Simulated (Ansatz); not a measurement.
Calculated with Ansatz (gas phase, PBE0-D4/def2-TZVP geometries, no zero-point term in ΔE). CCSD(T)/CBS is the MP2 limit (def2-TZVPP, def2-QZVPP) plus CCSD(T) − MP2 in def2-TZVPP, frozen cores. This one scheme is used for every species, atoms too. DFT in def2-TZVPP. B3LYP here is the variant with VWN-RPA as its local correlation; programs differ in this. HSE06 is defined as in plane-wave codes. No spin–orbit coupling; open shells (•) take unrestricted orbitals. Spin–orbit coupling would lower the free atoms: a little for O; clearly for Ga; strongly for Sn, Te. Elements past krypton have def2 core potentials. Bonds to Ga, Sn, Te are less sure, by a few kJ/mol each and by 10 to 20 or more in all where they break to atoms, as the def2 sets lack core-valence functions. Scalar relativity is left out up to krypton. Each species was taken in one conformer, which may not be the lowest.

Reaction (atomization): `[SnH3][O][Ga]([TeH])[TeH]` → Ga• + 5 H• + O• + Sn• + 2 Te•

**Question.** What is ΔE at CCSD(T)/CBS? (Best estimate.)

**Answer.** The calculation gave: +26.69 eV.

**Question.** What do these levels give: LDA (SPW92), revPBE-D4, B97M-V, r2SCAN0-D4, B2PLYP, PBE, B3LYP, HSE06, CAM-B3LYP, SCS-MP2/def2-TZVPP, HF/def2-QZVPP, CCSD/CBS(def2)? (Estimate.)

**Answer.** Computed: LDA (SPW92) 30.44, revPBE-D4 25.32, B97M-V 26.38, r2SCAN0-D4 25.48, B2PLYP 25.45, PBE 25.79, B3LYP 25.12, HSE06 25.31, CAM-B3LYP 25.50, SCS-MP2/def2-TZVPP 25.62, HF/def2-QZVPP 17.02, CCSD/CBS(def2) 26.05 eV.

Largest T1 diagnostic among the species: 0.014.

From PBE to PBE0 (25 % exact exchange), in def2-TZVPP and without D4, ΔE moves by −0.48 eV: exact exchange takes away binding that semilocal exchange gives to molecules. The D4 term adds +0.63 eV with B3LYP and +0.34 eV with PBE0; it sums over pairs of atoms, weighted by their polarisabilities, and B3LYP, whose exchange is more repulsive, gets the larger term.

For atomizations the MP2-based limit and the directly extrapolated one differ by several kJ/mol either way, and by 10 to 25 for some Ge, Se and Sn compounds, so smaller differences from it don't rank the levels.
